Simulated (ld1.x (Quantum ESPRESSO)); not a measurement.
**Before and after: TM semilocal potential for Ga (Z = 31)**

gallium, norm-conserving Troullier–Martins (semilocal form), made with ld1.x (Quantum ESPRESSO) 7.5 (PBEsol, non-relativistic). Core [Ar] 3d10, reference 4s1.75 4p1.25. Waves: 4s (bound): rc 1.40 bohr; 4p (bound): rc 2.65 bohr. Local part: the p channel. Core correction: none.

Change: all radii scaled by about 1.23 (s 1.72, p 3.28 bohr).

Cutoffs: the cutoffs (Ry, on a coarse ladder) from which the occupation-weighted sum of valence levels, in a spherical-Bessel basis at the reference potential, stays within 10 and 1 mRy of its value at 400 Ry; they do not see the model core or the augmentation charge, which bear on the density cutoff. Errors are all-electron minus pseudo energies relative to the spin-unpolarised reference configuration.

What does the change do?

The potential gets softer (35 Ry and 80 Ry → 12 Ry and 35 Ry); of the 7 tests that both files solve, the error grows in 6 and shrinks in 0 by more than 15 % and 0.3 meV (median size 0.8 → 3.8 meV); neither file shows a bound ghost. A larger radius leaves more room for a smooth pseudo-wave, so fewer plane waves are needed. More of the atom is replaced by a form fitted at one configuration, so other configurations suffer. A semilocal file is local in each channel, so a ghost entry of none says nothing of the separable form that plane-wave codes build from it.

```csv
quantity,base,changed
"cutoff, loose",35 Ry,12 Ry
"cutoff, tight",80 Ry,35 Ry
loose cutoff by channel (10 mRy a level),"s 30 Ry, p 6 Ry","s 12 Ry, p 6 Ry"
bound ghosts,none,none
"error for 4s2 4p1, meV [ΔE -1.54 eV]",+0.7,+1.0
"error for 4s2 4p0, meV [ΔE 4.18 eV]",-0.8,-3.8
"error for 4s1 4p0, meV [ΔE 24.95 eV]",-0.1,-15
"error for 4s2 4p0.5, meV [ΔE 0.51 eV]",+1.0,+1.0
"error for 4s2 4p1.3, meV [ΔE -2.08 eV]",+0.1,+0.4
"error for 4s1 4p2, meV [ΔE 4.72 eV]",+7.6,+10.0
"error for 4s1 4p1, meV [ΔE 11.25 eV]",+2.2,+5.5
```
